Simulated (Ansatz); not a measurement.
C$_{2}$H$_{6}$MoO$_{3}$, SMILES `C[O][Mo]([CH3])(=[O])=[O]`, relaxed with RKS PBE0-D4/def2-TZVP in Ansatz 0.2.0 from a PBE-D4/def2-SVP geometry. The force threshold is 0.005 eV/Å; the program also tests the step.

The species carries charge 0 and has multiplicity 1. Mo takes the def2 core potential.

Start:

```xyz
12

C    -0.732   -2.155   -0.663
O    -0.511   -0.764   -0.614
Mo   -0.462    0.712    0.520
C     1.322    1.784    0.153
O    -1.729    1.812    0.238
O    -0.433    0.290    2.168
H    -0.041   -2.601   -1.409
H    -1.775   -2.366   -0.981
H    -0.548   -2.633    0.324
H     1.332    2.125   -0.903
H     2.194    1.126    0.346
H     1.382    2.668    0.820
```

```
step  energy (eV)  largest force (eV/Å)  largest move (Å)
   1  -10166.3133                 1.315             0.000
   2  -10166.3796                 0.182             0.037
   3  -10166.3829                 0.041             0.019
   4  -10166.3830                 0.026             0.005
   5  -10166.3831                 0.023             0.008
   6  -10166.3834                 0.033             0.032
   7  -10166.3836                 0.031             0.021
   8  -10166.3837                 0.024             0.027
   9  -10166.3838                 0.015             0.009
  10  -10166.3838                 0.007             0.005
  11  -10166.3838                 0.009             0.007
  12  -10166.3838                 0.006             0.003
  13  -10166.3838                 0.002             0.005
  14  -10166.3838                 0.002             0.007
```

End:

```xyz
12

C    -0.707   -2.115   -0.648
O    -0.576   -0.716   -0.663
Mo   -0.492    0.713    0.501
C     1.311    1.739    0.151
O    -1.718    1.833    0.248
O    -0.463    0.250    2.115
H    -0.024   -2.537   -1.390
H    -1.731   -2.389   -0.916
H    -0.467   -2.526    0.336
H     1.328    2.085   -0.886
H     2.152    1.065    0.333
H     1.388    2.599    0.819
```

It took 28 s on 4 threads of an AMD EPYC 9R45 on a shared host, with 0.69 GiB of host memory at the peak.
